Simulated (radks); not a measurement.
All-electron atom: In4+ in [Kr] 4d9.

All-electron calculation, Dirac Kohn-Sham, BP86, spin-unpolarised, spherical densities, finite nucleus; open shells fill j = l - 1/2 first; Fermi nuclear charge, rms radius 4.6156 fm. Program: a radial shooting solver on a logarithmic mesh with Libxc functionals.

Energy parts (eV):
total: -160006.829
kinetic: 168127.631
electron-nucleus: -386079.240
Hartree: 62286.946
exchange-correlation: -4342.166

Orbitals (lengths in bohr, moments of r in powers of bohr):
orbital,occ.,eigenvalue (eV),<1/r>
1s1/2,2,-27790.06,51.86
2s1/2,2,-4201.827,12.00
2p1/2,2,-3921.984,11.98
2p3/2,4,-3711.008,11.19
3s1/2,2,-837.2053,4.228
3p1/2,2,-724.2474,4.136
3p3/2,4,-686.1323,3.943
3d3/2,4,-486.3027,3.786
3d5/2,6,-478.4930,3.736
4s1/2,2,-167.7837,1.652
4p1/2,2,-130.6652,1.537
4p3/2,4,-123.8803,1.476
4d3/2,4,-65.7052,1.204
4d5/2,5,-64.7546,1.189

The highest occupied level is 4d5/2 at -64.755 eV. Summed over all electrons, <r^2> = 22.76 bohr^2, which gives a Langevin (diamagnetic) susceptibility term of -18 x 10^-6 cm^3/mol. The density falls to 0.001 e/bohr^3 at r = 2.80 bohr. For comparison, the ionisation energy in NIST's Atomic Spectra Database is 69 eV (semi-empirical). In exact Kohn-Sham theory the highest level is minus the ionisation energy, but local and semilocal functionals leave it too shallow, through self-interaction and a potential that decays too fast; potentials with the right tail come closer. The electron density at the nucleus is 1.748e+05 e/bohr^3.

Beside tabulated values, note that spin-unpolarised runs miss the spin-polarisation part of the exchange energy of open shells.
